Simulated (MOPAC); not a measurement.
Job for MOPAC: PM7 on AlF2HO (SMILES [OH][Al]([F])[F]), a point of a torsion scan.

```
PM7 1SCF PRECISE CHARGE=0 THREADS=1
AlF2HO

O      1.13136893 1    -0.19774220 1     0.20610133 1
Al    -0.48571745 1     0.02417208 1     0.10448141 1
F     -1.20620340 1     0.94948972 1    -1.04492272 1
F     -1.45158668 1    -0.71055027 1     1.20248730 1
H      1.98491019 1    -0.00421312 1    -0.15530180 1
```

Program output:

```
*******************************************************************************
 **                                                                           **
 **                              MOPAC v23.2.5                                **
 **                                                                           **
 *******************************************************************************
 ** MOPAC's Digital Object Identifier: https://doi.org/10.5281/zenodo.6511958 **
 **                                                                           **
 ** Please cite the open-source release paper for use of this MOPAC version:  **
 ** J. E. Moussa and J. J. P. Stewart (2026)                                  **
 ** MOPAC: An open-source semiempirical molecular orbital program             **
 ** J. Open Source Softw., 11(119), 8025, https://doi.org/10.21105/joss.08025 **
 *******************************************************************************

                              PM7 CALCULATION RESULTS

 *******************************************************************************
 *  PM7        - The PM7 Hamiltonian to be used
 *
 *
 *
 *                 CHARGE ON SYSTEM = 0
 *
 *
 *
 *  PRECISE    - TIGHTER CRITERIA TO BE USED
 *  1SCF       - DO 1 SCF AND THEN STOP
 *  THREADS=1  - MULTI-THREADING NOT USED
 *  T=         - A TIME OF 172800.0 SECONDS REQUESTED
 *  DUMP=N     - RESTART FILE WRITTEN EVERY 7200.0 SECONDS REQUESTED
 *******************************************************************************
PM7 1SCF PRECISE CHARGE=0 THREADS=1
 AlF2HO

   ATOM   CHEMICAL          X               Y               Z
  NUMBER   SYMBOL      (ANGSTROMS)     (ANGSTROMS)     (ANGSTROMS)

     1       O          1.13136893  *  -0.19774220  *   0.20610133  *
     2      Al         -0.48571745  *   0.02417208  *   0.10448141  *
     3       F         -1.20620340  *   0.94948972  *  -1.04492272  *
     4       F         -1.45158668  *  -0.71055027  *   1.20248730  *
     5       H          1.98491019  *  -0.00421312  *  -0.15530180  *



          CARTESIAN COORDINATES

    NO.       ATOM           X           Y           Z

     1         O          1.1314     -0.1977      0.2061
     2        Al         -0.4857      0.0242      0.1045
     3         F         -1.2062      0.9495     -1.0449
     4         F         -1.4516     -0.7106      1.2025
     5         H          1.9849     -0.0042     -0.1553

 General Reference for PM7:
 "Optimization of Parameters for Semiempirical Methods VI: More Modifications to the
 NDDO Approximations and Re-optimization of Parameters", J. J. P. Stewart, J. Mol. Mod., 1:32, 19 (2013)
 https://link.springer.com/article/10.1007/s00894-012-1667-x

           Empirical Formula: H O Al F2  =     5 atoms



      MOLECULAR POINT GROUP   :   Cs


      RHF CALCULATION, NO. OF DOUBLY OCCUPIED LEVELS = 12


 -------------------------------------------------------------------------------
 PM7 1SCF PRECISE CHARGE=0 THREADS=1
 AlF2HO



     1SCF WAS SPECIFIED, SO BFGS WAS NOT USED
     SCF FIELD WAS ACHIEVED


                              PM7 CALCULATION
                                                       MOPAC v23.2.5 Linux




          FINAL HEAT OF FORMATION =       -288.40722 KCAL/MOL =   -1206.69580 KJ/MOL


          COSMO AREA              =         95.21 SQUARE ANGSTROMS
          COSMO VOLUME            =         79.78 CUBIC ANGSTROMS

          IONIZATION POTENTIAL    =         13.547311 EV
          HOMO LUMO ENERGIES (EV) =        -13.547  1.639
          NO. OF FILLED LEVELS    =         12
          MOLECULAR WEIGHT        =         81.9856         POINT GROUP:  Cs

          MOLECULAR DIMENSIONS (Angstroms)

            Atom       Atom       Distance
            H     5    F     4     3.76192
            F     3    O     1     2.48780
           Al     2    F     4     0.00001


          SCF CALCULATIONS        =          1





   ATOM   CHEMICAL          X               Y               Z
  NUMBER   SYMBOL      (ANGSTROMS)     (ANGSTROMS)     (ANGSTROMS)

     1       O          1.13136893  *  -0.19774220  *   0.20610133  *
     2      Al         -0.48571745  *   0.02417208  *   0.10448141  *
     3       F         -1.20620340  *   0.94948972  *  -1.04492272  *
     4       F         -1.45158668  *  -0.71055027  *   1.20248730  *
     5       H          1.98491019  *  -0.00421312  *  -0.15530180  *

                             CARTESIAN COORDINATES

   1    O        1.131368930    -0.197742200     0.206101330
   2   Al       -0.485717450     0.024172080     0.104481410
   3    F       -1.206203400     0.949489720    -1.044922720
   4    F       -1.451586680    -0.710550270     1.202487300
   5    H        1.984910190    -0.004213120    -0.155301800


           Empirical Formula: H O Al F2  =     5 atoms



      MOLECULAR POINT GROUP   :   Cs


                  EIGENVALUES
 -40.31412 -39.49826 -30.72168 -19.22720 -16.65457 -16.19493 -15.66513 -15.51253
 -15.42300 -15.19062 -14.89778 -13.54731   1.63858   2.80954   3.10597   3.40455
   4.72388  16.04795  16.57635  16.90762  19.44279  19.98028


              NET ATOMIC CHARGES AND DIPOLE CONTRIBUTIONS

  ATOM NO.   TYPE          CHARGE      No. of ELECS.   s-Pop       p-Pop       d-Pop
    1          O          -0.565219        6.5652     1.59525     4.96997
    2         Al           0.906910        2.0931     0.18031     0.96838     0.94441
    3          F          -0.371062        7.3711     1.89891     5.47215
    4          F          -0.369857        7.3699     1.89744     5.47242
    5          H           0.399229        0.6008     0.60077
 DIPOLE           X         Y         Z       TOTAL
 POINT-CHG.     3.347     0.204    -0.676     3.421
 HYBRID        -0.418     0.177    -0.187     0.491
 SUM            2.930     0.381    -0.863     3.078


          ATOMIC ORBITAL ELECTRON POPULATIONS

     Atom    s        px        py        pz      x^2-y^2     xz        z^2       yz        xy
    1  O   1.59525   1.48023   1.76065   1.72909
    2 Al   0.18031   0.38014   0.28269   0.30555   0.19343   0.23586   0.16765   0.14088   0.20658
    3  F   1.89891   1.83881   1.82144   1.81190
    4  F   1.89744   1.83349   1.82755   1.81138
    5  H   0.60077

 **********************
 *                    *
 * JOB ENDED NORMALLY *
 *                    *
 **********************




 == MOPAC DONE ==
```

The run finished.

Cost: around 0.04 core-seconds (rough).
